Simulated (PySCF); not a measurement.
Species: 2-chloro-3-fluoropyridine, C5H3ClFN.
Cartesian coordinates in Å at the PBE0-D3(BJ)/def2-SVP level; atoms count from 1:
```xyz
11
C5H3ClFN angstrom
F      2.856    1.527   -0.074
C      1.922    0.594   -0.118
C      0.582    0.940   -0.164
C     -0.365   -0.082   -0.212
C      0.083   -1.399   -0.211
N      1.375   -1.722   -0.165
C      2.270   -0.765   -0.120
Cl     3.945   -1.186   -0.063
H      0.305    1.996   -0.162
H     -1.432    0.145   -0.250
H     -0.625   -2.233   -0.248
```

The calculation used core-valence-separated Tamm–Dancoff BHandHLYP/aug-pcX-1 (pcseg-1 on H, def2-SVPD on Cl) in PySCF, non-relativistic, gas phase, PBE0-D3(BJ)/def2-SVP geometry. BHandHLYP without relativity tends to put these K edges a few eV too low, so spacings mean more than positions.

The lowest roots of each edge with f over 0.003 (five at most, numbered afresh; weaker and dark ones are left out), with transition dipoles (au) in the frame of the coordinates:

| root | edge | E (eV) | μx | μy | μz |
| --- | --- | --- | --- | --- | --- |
| 1 | C | 283.00 | -0.0032 | -0.0010 | 0.0853 |
| 2 | C | 283.09 | 0.0037 | 0.0011 | -0.0986 |
| 3 | C | 283.52 | -0.0038 | -0.0012 | 0.0996 |
| 4 | C | 284.86 | -0.0036 | -0.0011 | 0.0947 |
| 5 | C | 285.31 | -0.0038 | -0.0011 | 0.1023 |
| 6 | N | 396.64 | -0.0029 | -0.0009 | 0.0781 |
| 7 | F | 686.10 | -0.0009 | -0.0003 | 0.0233 |
| 8 | F | 686.52 | -0.0288 | -0.0279 | -0.0014 |
| 9 | F | 687.83 | 0.0124 | 0.0188 | 0.0007 |
| 10 | F | 688.86 | 0.0171 | 0.0114 | 0.0008 |

**Question.** What are the oscillator strengths?

**Answer.** f = (2/3) ΔE |μ|², with ΔE in hartree (27.2114 eV):

| root | ΔE (Eh) | \|μ\|² (au) | f | core hole on |
| --- | --- | --- | --- | --- |
| 1 | 10.3999 | 0.007295 | 0.051 | C3 |
| 2 | 10.4033 | 0.009735 | 0.068 | C4 |
| 3 | 10.4191 | 0.009929 | 0.069 | C5 |
| 4 | 10.4686 | 0.008980 | 0.063 | C7 |
| 5 | 10.4848 | 0.010481 | 0.073 | C2 |
| 6 | 14.5762 | 0.006111 | 0.059 | N6 |
| 7 | 25.2135 | 0.000542 | 0.009 | F1 |
| 8 | 25.2291 | 0.001614 | 0.027 | F1 |
| 9 | 25.2772 | 0.000508 | 0.009 | F1 |
| 10 | 25.3152 | 0.000423 | 0.007 | F1 |

**Question.** What is the unit vector of the normal of the molecular plane, and which share of each root's |μ|² lies along it?

**Answer.** (0.04, 0.01, -1.00), up to sign.

```csv
root,core hole on,share along it,final orbital under reflection in the plane
1,C3,1.00,odd
2,C4,1.00,odd
3,C5,1.00,odd
4,C7,1.00,odd
5,C2,1.00,odd
6,N6,1.00,odd
7,F1,1.00,odd
8,F1,0.00,even
9,F1,0.00,even
10,F1,0.00,even
```

The 1s orbitals of atoms in the plane are even under the reflection, so light polarised along the normal reaches odd orbitals alone (the out-of-plane π set) and light polarised in the plane even ones.

**Question.** For fixed molecules, how does the intensity of root 1 change when the electric field is turned 20° away from the normal of the molecular plane?

**Answer.** Intensity goes as (E·μ)², and μ lies along that direction, so it falls to cos²20° = 0.88 of its maximum; it vanishes at 90°.

**Question.** Molecules are fixed in this frame and the field points along (1, 0, −1)/√2. What effective strengths 3 f cos²θ do the roots have (θ between field and μ)?

**Answer.** root 1 (C3): 0.082, root 2 (C4): 0.109, root 3 (C5): 0.111, root 4 (C7): 0.101, root 5 (C2): 0.118, root 6 (N6): 0.096, root 7 (F1): 0.015, root 8 (F1): 0.019, root 9 (F1): 0.003, root 10 (F1): 0.007. Averaged over all orientations cos²θ is 1/3, which gives f back.

